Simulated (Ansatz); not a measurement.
Abridged output of a molecular run in Ansatz:

```
Functional definition: HF
810 factors; integrals over basis functions are off by at most 8.1e-4 eV
mean field evaluation 1: about -92401.3615 eV, gradient 2.4e1 eV
mean field evaluation 2: about -92401.3712 eV, gradient 2.4e1 eV
mean field evaluation 4: about -92404.0057 eV, gradient 2.2e0 eV
mean field evaluation 8: about -92404.0833 eV, gradient 1.5e-1 eV
mean field -92404.08385752 eV, -3395.7874480263 hartree, gradient 2.3e-6 eV, S^2 0.755198; 0 other end points of the search recorded, 0 dependent functions left out
20 core orbitals not correlated: weight in the atoms' cores, before any rotation towards them, 1.000 or more for the frozen orbitals, at most 0.000 for the correlated occupied ones
reference -92404.08385752 eV, -3395.7874480263 hartree; 18, 17 occupied and 49, 50 virtual orbitals, 810 factors
second order -16.87383139 eV of doubles, -0.00000000 eV of singles
cycle   1  -17.06261885 eV  change   -1.9e-1 eV  update   8.4e-2
cycle   2  -17.39887828 eV  change   -3.4e-1 eV  update   2.5e-2
cycle   3  -17.47620163 eV  change   -7.7e-2 eV  update   1.5e-2
cycle   4  -17.46865033 eV  change    7.6e-3 eV  update   4.7e-3
cycle   5  -17.46809445 eV  change    5.6e-4 eV  update   2.3e-3
cycle   6  -17.46869367 eV  change   -6.0e-4 eV  update   8.5e-4
cycle   7  -17.46851339 eV  change    1.8e-4 eV  update   2.9e-4
cycle   8  -17.46867947 eV  change   -1.7e-4 eV  update   9.6e-5
cycle   9  -17.46868732 eV  change   -7.8e-6 eV  update   3.5e-5
perturbative correction -0.39797042 eV, -0.0146251431 hartree
Total energy: -92421.95051526 eV, -3396.4440355876 hartree
Checks for a lower state left out: cluster_reference
```

Its atoms:

Cartesian coordinates in Å:
```
O 0.377 -0.893 0.761
Si 0.335 0.110 -0.527
Cl -1.615 0.332 -1.158
Br 1.179 2.049 0.131
H -0.276 -1.597 0.794
```

**Question.** Which basis set was used?
A. def2-QZVPP
B. def2-SVPD
C. def2-SVP
D. cc-pV(T+d)Z

**Answer.** C. It gives 87 functions.

**Question.** Write the keys of the input that set method, charge and spin (a neutral closed shell needs none for the last two).

**Answer.** 
```yaml
magnetization: {spin_polarized: true, initial_magnetization: 1}
correlation: {method: ccsd_t}
scf: {omitted_lower_state_checks: [cluster_reference]}
```
